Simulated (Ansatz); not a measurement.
Ansatz (a quantum-chemistry and plane-wave program) input (B3LYP-D3(BJ)/def2-TZVP):

Ansatz 0.2 input:
```yaml
crystal:
  periodic: [false, false, false]
  atoms:
    - {symbol: Mo, position_ang: [-0.00521122, -0.06773388, 0.41340247]}
    - {symbol: Cl, position_ang: [2.08198766, 0.05801538, -0.48871347]}
    - {symbol: Cl, position_ang: [-2.06911287, 0.10932713, -0.53263380]}
basis:
  gaussian:
    orbitals: def2-TZVP
hamiltonian:
  xc: b3lyp
  dispersion: d3bj
magnetization: {spin_polarized: true, initial_magnetization: 4}
phonons: {temperatures: {t_min: 298.15, t_max: 298.15, t_step: 100}}
```

Output:

```
Functional definition: B3LYP
integrals: 0.04 GiB planned
897 factors; their error is unknown
mean field: 0.55 GiB planned
mean field evaluation 1: about -26903.5176 eV, gradient 1.5e1 eV
mean field evaluation 2: about -26903.2933 eV, gradient 1.9e1 eV
mean field evaluation 4: about -26904.8808 eV, gradient 2.1e0 eV
mean field evaluation 8: about -26904.9072 eV, gradient 6.1e-2 eV
mean field evaluation 16: about -26905.0268 eV, gradient 1.0e-4 eV
mean field -26905.02675358 eV, -988.7414963120 hartree, gradient 1.9e-5 eV, S^2 6.015842; 3 other end points of the search recorded, 0 dependent functions left out
the calculation of the forces begins
reference -26905.02698960 eV, -988.7415049856 hartree; 26, 22 occupied and 88, 92 virtual orbitals, 897 factors
these checks for a lower state are left out or cut short: stability, starts, cluster_reference, orbital_swaps, neighbouring_geometries, increment
integrals: 0.04 GiB planned
897 factors; their error is unknown
mean field: 0.55 GiB planned
mean field evaluation 32: about -26904.9086 eV, gradient 1.9e-4 eV
mean field -26905.02671945 eV, -988.7414950578 hartree, gradient 1.6e-6 eV, S^2 6.015827; 0 other end points of the search recorded, 0 dependent functions left out
the calculation of the forces begins
reference -26905.02695546 eV, -988.7415037308 hartree; 26, 22 occupied and 88, 92 virtual orbitals, 897 factors
these checks for a lower state are left out or cut short: stability, starts, cluster_reference, orbital_swaps, neighbouring_geometries, increment
integrals: 0.04 GiB planned
897 factors; their error is unknown
mean field: 0.55 GiB planned
mean field -26905.02672666 eV, -988.7414953226 hartree, gradient 1.7e-6 eV, S^2 6.015857; 0 other end points of the search recorded, 0 dependent functions left out
the calculation of the forces begins
reference -26905.02696270 eV, -988.7415039968 hartree; 26, 22 occupied and 88, 92 virtual orbitals, 897 factors
these checks for a lower state are left out or cut short: stability, starts, cluster_reference, orbital_swaps, neighbouring_geometries, increment
integrals: 0.04 GiB planned
897 factors; their error is unknown
mean field: 0.55 GiB planned
mean field -26905.02674766 eV, -988.7414960944 hartree, gradient 2.2e-6 eV, S^2 6.015854; 0 other end points of the search recorded, 0 dependent functions left out
the calculation of the forces begins
reference -26905.02698369 eV, -988.7415047685 hartree; 26, 22 occupied and 88, 92 virtual orbitals, 897 factors
these checks for a lower state are left out or cut short: stability, starts, cluster_reference, orbital_swaps, neighbouring_geometries, increment
integrals: 0.04 GiB planned
897 factors; their error is unknown
mean field: 0.55 GiB planned
mean field -26905.02674304 eV, -988.7414959247 hartree, gradient 2.5e-6 eV, S^2 6.015830; 0 other end points of the search recorded, 0 dependent functions left out
the calculation of the forces begins
reference -26905.02697905 eV, -988.7415045978 hartree; 26, 22 occupied and 88, 92 virtual orbitals, 897 factors
these checks for a lower state are left out or cut short: stability, starts, cluster_reference, orbital_swaps, neighbouring_geometries, increment
integrals: 0.04 GiB planned
897 factors; their error is unknown
mean field: 0.55 GiB planned
mean field evaluation 64: about -26904.9086 eV, gradient 1.2e-4 eV
mean field -26905.02677718 eV, -988.7414971794 hartree, gradient 1.7e-6 eV, S^2 6.015872; 0 other end points of the search recorded, 0 dependent functions left out
the calculation of the forces begins
reference -26905.02701323 eV, -988.7415058538 hartree; 26, 22 occupied and 88, 92 virtual orbitals, 897 factors
these checks for a lower state are left out or cut short: stability, starts, cluster_reference, orbital_swaps, neighbouring_geometries, increment
integrals: 0.04 GiB planned
897 factors; their error is unknown
mean field: 0.55 GiB planned
mean field -26905.02669165 eV, -988.7414940359 hartree, gradient 1.7e-6 eV, S^2 6.015812; 0 other end points of the search recorded, 0 dependent functions left out
the calculation of the forces begins
reference -26905.02692764 eV, -988.7415027087 hartree; 26, 22 occupied and 88, 92 virtual orbitals, 897 factors
Total energy: -26905.21280245 eV, -988.7483334816 hartree
Atom 0 at    -0.005211    -0.067734     0.413402 Å, force     0.000008     0.000107    -0.000653 eV/Å
Atom 1 at     2.081988     0.058015    -0.488713 Å, force    -0.000078    -0.000053     0.000326 eV/Å
Atom 2 at    -2.069113     0.109327    -0.532634 Å, force     0.000069    -0.000054     0.000327 eV/Å
Dipole moment:    -0.006432    -0.083596     0.510216 e Å
Vibrations: 72.19 368.97 412.82 cm⁻¹, zero-point energy 0.052940 eV
```

The spin state was set by rule; other spins were not relaxed.
